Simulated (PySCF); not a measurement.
Field gradients at the hydrogen positions

Species: C₄H₅BCl₂.
Z-matrix (Å and degrees, PBE0-D3(BJ)/def2-SVP geometry), rows numbered from 1:
```
C 
C   1  1.3428
C   2  1.4487  1  121.67
C   3  1.3588  2  128.90  1   179.50
B   4  1.5368  3  130.93  2    -0.16
Cl  5  1.7602  4  118.00  3  -179.38
Cl  5  1.7619  4  125.70  3     0.46
H   1  1.0925  2  121.51  3  -179.91
H   1  1.0950  2  121.31  3     0.04
H   2  1.0919  1  119.96  3   179.93
H   3  1.0986  2  114.00  1    -0.40
H   4  1.0960  3  115.07  2  -179.84
```

Level: PBE0/pcSseg-1 (PySCF, non-relativistic); Q(2H) = 0.00286 b; rigid geometry, the same for H and D, with no vibrational averaging.

Question: Rank these positions by the coupling χzz of a deuteron there, largest first.
A. H11 (vinylic hydrogen)
B. H12 (vinylic hydrogen)
C. H8 (vinylic hydrogen)

Answer: C (205 kHz), B (200 kHz), A (194 kHz).

Q: What are Vzz, η and χzz (234.96 MHz × Q × Vzz) at all hydrogens?

A: 
```json
{"atom": "H8", "bonded to": "C1", "bond length (Å)": "1.093", "Vzz (au)": "0.3047", "η": "0.04", "χzz (kHz)": "205"}
{"atom": "H9", "bonded to": "C1", "bond length (Å)": "1.095", "Vzz (au)": "0.3005", "η": "0.05", "χzz (kHz)": "202"}
{"atom": "H10", "bonded to": "C2", "bond length (Å)": "1.092", "Vzz (au)": "0.2963", "η": "0.07", "χzz (kHz)": "199"}
{"atom": "H11", "bonded to": "C3", "bond length (Å)": "1.099", "Vzz (au)": "0.2887", "η": "0.06", "χzz (kHz)": "194"}
{"atom": "H12", "bonded to": "C4", "bond length (Å)": "1.096", "Vzz (au)": "0.2977", "η": "0.07", "χzz (kHz)": "200"}
```

The structure is a single PBE0-D3(BJ)/def2-SVP conformer in the gas phase; no vibrational or solvent corrections. A larger basis could move these couplings by a tenth or more.
